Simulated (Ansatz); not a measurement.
System: C2H10NSi2, charge -1, multiplicity 1. It need not be the lowest isomer of its formula. Whether it binds its extra electron was not tested at this geometry. 
Structure (B3LYP-D3(BJ)/def2-TZVP (Ansatz, a first-principles code) minimum search):
```
Si
N 1 1.6952
H 2 1.0079 1 116.64
H 1 1.5055 2 115.31 3 87.16
Si 2 1.8561 3 112.11 1 158.90
H 5 1.5447 2 98.39 3 139.17
H 5 1.5492 6 92.12 2 -98.64
C 1 1.8794 4 105.64 2 -123.54
H 8 1.0910 1 109.36 4 71.13
H 8 1.0932 9 107.57 1 -120.15
H 8 1.0944 9 109.07 10 -117.89
C 1 1.9001 4 104.37 2 122.01
H 12 1.0935 1 110.70 4 173.59
H 12 1.0940 13 107.80 1 -121.56
H 12 1.0944 13 108.20 14 -116.10
```
Charge -1, spin multiplicity 1.

Total electronic energies in hartree. Cores are frozen in the correlated levels unless marked. Spin-orbit coupling is left out. No relativistic terms. CBS(X,Y): correlation extrapolated as X^-3; Hartree-Fock from the larger set. The bracket is a focal-point correction in the basis named.

```
level                                                                      program  energy (Eh)
-------------------------------------------------------------------------  -------  -----------
HF/6-31G                                                                    Ansatz   -713.72968
HF/cc-pV(T+d)Z                                                              Ansatz   -713.99178
RI-HF/cc-pV(T+d)Z                                                           Ansatz   -713.99171
LC-wPBE/def2-TZVPD                                                          Ansatz            …
MP2/STO-3G                                                                  Ansatz   -705.66353
MP2/cc-pVTZ                                                                 Ansatz   -714.82288
RI-MP2/aug-cc-pV(T+d)Z                                                      Ansatz   -714.85448
CCSD(T)/cc-pVTZ                                                             Ansatz   -714.92401
RI-MP2/CBS(aug-cc-pV(T+d)Z,aug-cc-pV(Q+d)Z)+[CCSD(T)-MP2]/aug-cc-pV(T+d)Z   Ansatz    -715.0513
```

### Question
Some entries are withheld; supply them.

### Answer

- LC-wPBE/def2-TZVPD, energy (Eh): -715.84081
